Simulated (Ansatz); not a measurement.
Two isomers of C2H8BNSi: A = `C=NBC[SiH3]`, B = `CB1CN1[SiH3]`.

Program: Ansatz. Geometries: PBE0-D4/def2-TZVP. ΔE: electronic, gas phase. CBS: MP2 limit from def2 TZ/QZ plus the TZ coupled-cluster correction, frozen cores. Functionals use def2-TZVPP. B3LYP here is the variant with VWN-RPA as its local correlation; programs differ in this. One conformer a species, not always the lowest.

A:

```xyz
13

C    -1.1447   -1.6111    1.8662
N    -0.5996   -1.3067    0.7952
B    -0.0089   -0.9665   -0.3821
C     1.0721    0.1686   -0.4698
Si    0.2831    1.7858   -0.9997
H    -0.7487   -2.4065    2.5064
H    -2.0466   -1.0989    2.2175
H    -0.3879   -1.5519   -1.3591
H     1.8284   -0.0791   -1.2213
H     1.5770    0.3435    0.4849
H    -0.6973    2.2440    0.0224
H     1.3089    2.8521   -1.1680
H    -0.4360    1.6267   -2.2927
```

B:

```xyz
13

C    -1.280   -1.674    0.790
B    -0.225   -0.837    0.029
C     0.940   -0.655   -0.962
N     0.273    0.421   -0.157
Si    0.491    2.114   -0.005
H    -1.930   -2.194    0.081
H    -0.787   -2.456    1.376
H    -1.902   -1.077    1.459
H     1.972   -0.872   -0.688
H     0.781   -0.600   -2.038
H    -0.498    2.638    0.972
H     0.296    2.778   -1.322
H     1.869    2.415    0.465
```

**Question.** Which is lower in electronic energy at CCSD(T)/CBS, and by how much? (Estimate.)

**Answer.** Computed: B, by 20.8 kJ/mol.

**Question.** Give E(B) − E(A) in kJ/mol with HF/def2-TZVPP, PBE-D4, r2SCAN-D4, B3LYP-D4, ωB97M-V, CCSD(T)/def2-TZVPP, CCSD/def2-TZVPP. (Best estimate.)

**Answer.** The calculation gave: HF/def2-TZVPP -19.9, PBE-D4 -11.1, r2SCAN-D4 -18.1, B3LYP-D4 -10.0, ωB97M-V -23.8, CCSD(T)/def2-TZVPP -17.0, CCSD/def2-TZVPP -20.0. None reverses the order clearly.

Largest T1 diagnostic: 0.014.

From PBE to PBE0 (25 % exact exchange), in def2-TZVPP and without D4, E(B) − E(A) moves by −12.7 kJ/mol.
